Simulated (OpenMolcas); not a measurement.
How basis sets differ on AlClF2 (SMILES [F][Al]([F])[Cl])

AlClF2: 4 atoms, total charge 0, spin state singlet. SMILES: `[F][Al]([F])[Cl]`. Geometry: relaxed at PBE0-D4/def2-TZVP.

Each level gives the HOMO–LUMO gap (eV). The values are calculated.

| level | kind | program | value (eV) |
| --- | --- | --- | --- |
| BP86/ANO-RCC-MB (DKH2) | GGA | OpenMolcas | 6.10 |
| BP86/ANO-RCC-VDZ (DKH2) | GGA | OpenMolcas | 5.90 |
| BP86/ANO-RCC-VDZP (DKH2) | GGA | OpenMolcas | 6.12 |
| BP86/ANO-RCC-VTZP (DKH2) | GGA | OpenMolcas | 6.23 |
| BP86/ANO-RCC-VQZP (DKH2, RICD fitting) | GGA | OpenMolcas | 6.21 |

The values span 5.90 to 6.23 eV. Orbital gaps aren't excitation energies.
